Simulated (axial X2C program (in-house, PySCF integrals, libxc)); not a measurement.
**Bond lengths and stretching modes, held linear, of SInS²⁺**

Calculated with an in-house all-electron X2C program for linear molecules (integrals from PySCF): two-component X2C with atomic mean-field Coulomb and Gaunt terms, Gaussian nuclei, basis S dyall-av3z, In dyall-v3z with contracted cores. Spin-free rows use the one-electron spin-free X2C Hamiltonian.

Masses S 31.972, In 114.904, S 31.972 u. States: 2c Ω = 5/2 (beyond evenly filled blocks: ω = -1/2, 2 × ω = 3/2); spin-free M_S = 3/2, Λ = 1 (beyond evenly filled blocks: 2 × π+α, π+β, 2 × π-α).

PBE0, 2c: energies above the lowest point

| r(S–In) (Å) | r(In–S) (Å) | E (meV) |
| --- | --- | --- |
| 2.3351 | 2.3351 | 36.28 |
| 2.3351 | 2.3950 | 12.35 |
| 2.3351 | 2.4549 | 12.97 |
| 2.3950 | 2.3351 | 12.35 |
| 2.3950 | 2.3950 | 0.00 |
| 2.3950 | 2.4549 | 12.29 |
| 2.3950 | 2.5148 | 38.44 |
| 2.4549 | 2.3351 | 12.97 |
| 2.4549 | 2.3950 | 12.29 |
| 2.4549 | 2.4549 | 37.15 |
| 2.5148 | 2.3950 | 38.44 |
| 2.5148 | 2.5148 | 129.71 |

Fit a quadratic surface with cubic terms in each bond: where is the minimum, and what are the two stretching wavenumbers?

At PBE0, 2c: bonds 2.392 and 2.392 Å; harmonic stretches 222.5 and 302.3 cm⁻¹; force constants 1.16, 1.16 and coupling 0.56 mdyn/Å.

The other levels and Hamiltonians give:

```csv
Hamiltonian,level,r(S–In) (Å),r(In–S) (Å),lower stretch (cm⁻¹),upper stretch (cm⁻¹)
2c,B3LYP,2.427,2.427,262.1,276.1
spin-free,PBE0,2.393,2.393,219.9,301.9
spin-free,B3LYP,2.428,2.428,261.4,275.3
```

Each state is one determinant, the lowest of a limited PBE0 search; the stretches come from a fit to these few points and carry an uncertainty of a few per cent. Other orders of the atoms were not compared. Left out for rough or failed fits: HF 2c, MP2 2c, HF spin-free, MP2 spin-free. A multiply charged ion may be only metastable. The molecule was held linear; bending was not examined, so a bent shape may lie lower. Note: functional without a current term on a determinant with orbital currents, of the molecule or an atom. Note: several unpaired electrons, one determinant need not be a pure state.
